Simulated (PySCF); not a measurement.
A PySCF script (with the pyscf-properties extension) for the NMR shieldings of `C#CC(=C=S)[SiH2]CC`, C6H8SSi, on a GFN2-xTB geometry:

```python
import basis_set_exchange as bse
import numpy as np
from pyscf import gto, dft
from pyscf.prop import nmr

atoms = """
C    -2.551205    1.883848    0.645837
C    -2.209082    0.750374    0.440307
C    -1.759702   -0.552822    0.186742
C    -2.433325   -1.648982    0.347926
S    -3.075689   -3.062982    0.487245
Si    0.014946   -0.710309   -0.516667
C     1.150538    0.276756    0.645757
C     2.591440    0.324652    0.148751
H    -2.878110    2.861862    0.833650
H     0.371684   -2.129438   -0.563079
H    -0.003559   -0.128808   -1.865131
H     1.134301   -0.160629    1.646588
H     0.772899    1.296062    0.749866
H     3.214843    0.904473    0.826755
H     3.007858   -0.677312    0.077610
H     2.644564    0.782198   -0.836083
"""
names = dict.fromkeys(["C", "S", "Si", "H"], "pcSseg-1")
basis = {el: gto.basis.parse(bse.get_basis(n, elements=[el], fmt="nwchem")) for el, n in names.items()}
mol = gto.M(atom=atoms, basis=basis, charge=0, verbose=0)
mf = dft.RKS(mol, xc="PBE0")
mf.grids.level = 2
mf.grids.alignment = dft.numint.BLKSIZE   # the property module wants whole blocks of grid points
mf.conv_tol = 1e-9
mf.kernel()

calc = nmr.RKS(mf)   # GIAO
C = mf.mo_coeff
Co = C[:, mf.mo_occ > 0]
resp = mf.gen_response(singlet=True, hermi=2)
def vind(x):   # induced exchange potential for any number of trial vectors
    d = np.einsum("pi,xij,qj->xpq", C, 2 * x.reshape(-1, C.shape[1], Co.shape[1]), Co, optimize=True)
    return np.einsum("xpq,pi,qj->xij", resp(d - d.transpose(0, 2, 1)), C, Co, optimize=True).ravel()
mo1, _ = nmr.rhf.solve_mo1(calc, with_cphf=vind)
sigma = calc.kernel(mo1)
for i, s in enumerate(sigma):   # ppm
    w = np.linalg.eigvalsh((s + s.T) / 2)
    print("%2d %-2s iso %8.1f  s11 %8.1f  s22 %8.1f  s33 %8.1f" % (i, mol.atom_pure_symbol(i), w.mean(), *w))
```

Q: Give the expected output.

A: 
```
 0 C  iso     95.2  s11     36.6  s22     37.7  s33    211.3
 1 C  iso    113.5  s11     19.5  s22     23.2  s33    297.8
 2 C  iso    142.1  s11     50.3  s22    145.0  s33    230.9
 3 C  iso    -59.7  s11   -184.5  s22    -81.3  s33     86.8
 4 S  iso    278.8  s11    142.6  s22    157.5  s33    536.3
 5 Si iso    365.9  s11    327.0  s22    357.4  s33    413.4
 6 C  iso    178.2  s11    167.9  s22    176.3  s33    190.5
 7 C  iso    176.9  s11    169.6  s22    172.0  s33    189.2
 8 H  iso     29.1  s11     24.7  s22     25.0  s33     37.6
 9 H  iso     27.3  s11     23.8  s22     26.5  s33     31.5
10 H  iso     27.0  s11     23.3  s22     26.1  s33     31.6
11 H  iso     30.6  s11     25.4  s22     30.1  s33     36.3
12 H  iso     30.3  s11     24.4  s22     30.6  s33     36.0
13 H  iso     30.2  s11     25.0  s22     27.6  s33     38.0
14 H  iso     30.7  s11     25.9  s22     29.0  s33     37.3
15 H  iso     30.8  s11     26.0  s22     29.2  s33     37.2
```

These numbers come from an equivalent density-fitted implementation of the same equations, which agrees with the script to about 0.01 ppm for H and up to a few tenths of a ppm for heavy atoms, so last digits may differ.

Q: Turn these shieldings into chemical shifts. Referencing at the same level of theory: ¹³C (σref 186.93) and ²⁹Si (σref 349.16) and ¹H (σref 31.72) vs TMS; ³³S (σref 503.73) vs CS2.

A: Averaging equivalent atoms: C 3: 246.6; C 0: 91.7; C 1: 73.4; C 2: 44.9; C 7: 10.0; C 6: 8.7; S 4: 225; Si 5: -16.8; H 9/10: 4.59; H 8: 2.59; H 11/12: 1.26; H 13/14/15: 1.14 ppm. 

Size and cost of the density-fitted run: 190 basis functions, 64 s wall time on 1 thread of an Arm Neoverse N1, shared host; peak memory 0.9 GiB.
